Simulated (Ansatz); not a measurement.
The cluster Be₂Te₂⁻, relaxed as a doublet with UKS PBE0-D4/def2-TZVPD in Ansatz, starting from the GFN1-xTB geometry. Force threshold 0.02 eV/Å.

In the def2 sets Te takes a core potential; there is no spin–orbit coupling. The structure comes from a short search, and lower isomers may exist.

Start:

```xyz
4

Be   -0.741   -1.102    0.023
Be    0.743    1.104   -0.024
Te   -0.529    0.312   -1.867
Te    0.527   -0.314    1.868
```

```tsv
step	energy (eV)	largest force component (eV/Å)	SCF passes
1	-15392.9302	1.036	18
2	-15393.2273	0.104	25
3	-15393.2288	0.119	23
4	-15393.2304	0.004	24
```

Force components are those of the run's own axes.

End:

```csv
atom,x (Å),y (Å),z (Å)
Be1,-0.6240,-0.9283,0.0205
Be2,0.6245,0.9289,-0.0205
Te3,-0.5344,0.3171,-1.8896
Te4,0.5340,-0.3178,1.8896
```

By distances, no bond broke or formed. The bond that changes most is Be2–Te3, from 2.37 to 2.28 Å (atoms count from 1).

No frequencies were taken in this run, so the end may be a saddle point.

Hardware: 2 threads of Intel Xeon Platinum 8259CL on a shared host. Wall time 32 s.
